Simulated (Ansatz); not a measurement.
The same path of C2H7InN2 (12 atoms, charge 0, multiplicity 1) was run twice with different band settings. The coordinate that changes most is the dihedral C1–N2–In3–C4.

All numbers below come from RKS PBE-D4/def2-SVP (Ansatz 0.2.0).

Relaxed end points:

```xyz
12
Properties=species:S:1:pos:R:3
C -2.498 1.084 0.003
N -1.555 0.606 0.707
In 0.354 -0.040 0.108
C 0.900 -2.117 -0.207
N 1.678 1.530 0.034
H -3.458 1.398 0.493
H -2.499 1.243 -1.109
H 0.149 -2.614 -0.850
H 1.898 -2.179 -0.680
H 0.927 -2.629 0.775
H 2.676 1.338 0.172
H 1.428 2.378 0.553
```

```xyz
12
Properties=species:S:1:pos:R:3
C -2.532 0.656 0.100
N -1.439 1.267 0.337
In 0.411 0.227 0.134
C 0.785 -1.699 -0.817
N 1.901 1.468 0.777
H -3.507 1.202 0.205
H -2.659 -0.415 -0.221
H -0.026 -1.942 -1.529
H 1.753 -1.658 -1.352
H 0.832 -2.484 -0.038
H 2.828 1.115 1.030
H 1.654 2.263 1.373
```

Common settings: movable images 5; climbing image yes; spring 5.0 eV/Å²; optimiser quadratic models (default); start path IDPP; iteration limit 60; end points relaxed.

| run | force threshold |
| --- | --- |
| 1 | 0.05 eV/Å |
| 2 | 0.2 eV/Å |

Q: What does each run give, and how far can it be trusted?

A: Run 1: converged after 7 iterations, highest image 0.025 eV above the first end. The top lies less than 8 meV above the higher end, about what the thresholds resolve: that end is a shoulder or a very shallow well. A vibrational analysis at the climbing image gives no mode beyond 40i cm⁻¹: the surface is too flat there to confirm a saddle point.
Run 2: converged after 6 iterations, highest image 0.025 eV above the first end. The threshold of 0.2 eV/Å is loose, so the images may lie well off the minimum-energy path. The top lies less than 8 meV above the higher end, about what the thresholds resolve: that end is a shoulder or a very shallow well. Another band between the same ends (5 images) ends at a top of the same energy, where a vibrational analysis finds no clearly imaginary modes.
